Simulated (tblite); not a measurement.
hexafluorodisiloxane (F6OSi2), singlet, geometry from GFN2-xTB; GFN1-xTB (tblite).

Here is a job for tblite.
```
$ tblite run mol.xyz --method gfn1 --charge 0 --spin 0 --guess eeq --json tblite.json --no-restart

# file mol.xyz
9

F      2.21885290     0.19334445    -1.14768293
Si     1.49242503     0.32186169     0.23964350
F      2.33834457    -0.41456129     1.33748724
F      1.39842636     1.84874384     0.60070824
O      0.05739792    -0.36176336     0.18858272
Si    -1.48267425    -0.38331814    -0.20760702
F     -1.71986274     0.17718168    -1.65679789
F     -2.32640504     0.48452724     0.79431689
F     -1.97554429    -1.87206957    -0.14549515
```

Predict the main parts of the log of this tblite run.


```
xTB calculator
 | screened Coulomb repulsion
 | Coulomb electrostatics
 |  * isotropic Klopman-Ohno-Mataga-Nishimoto electrostatics
 |  * onsite third-order electrostatics
 | DFT-D3(BJ) dispersion correction

halogen bonding energy    0.0000000000000E+00 Eh
repulsion energy          1.3334736939516E-01 Eh
dispersion energy        -2.9824759492798E-03 Eh
number of electrons       5.6000000000000E+01 e
integral cutoff           2.8146159136829E+01 bohr

------------------------------------------------------------
  cycle        total energy    energy error   density error
------------------------------------------------------------
      1     -39.79872583224  -3.9929091E+01   6.4558663E-01
      2     -39.81360290497  -1.4877073E-02   3.8038151E-01
      3     -39.75411010644   5.9492799E-02   1.2196905E-01
      4     -39.82295039127  -6.8840285E-02   1.8006660E-02
      5     -39.82307918779  -1.2879653E-04   4.5953593E-03
      6     -39.82317898933  -9.9801539E-05   1.3909084E-04
      7     -39.82317905544  -6.6104526E-08   2.3254255E-05
      8     -39.82317905492   5.2119731E-10   1.8462168E-05
------------------------------------------------------------

electronic energy        -3.9953543948362E+01 Eh
total energy             -3.9823179054916E+01 Eh

Post processing:
 | Mayer-Wiberg bond orders

[Info] JSON dump of results written to 'tblite.json'
```
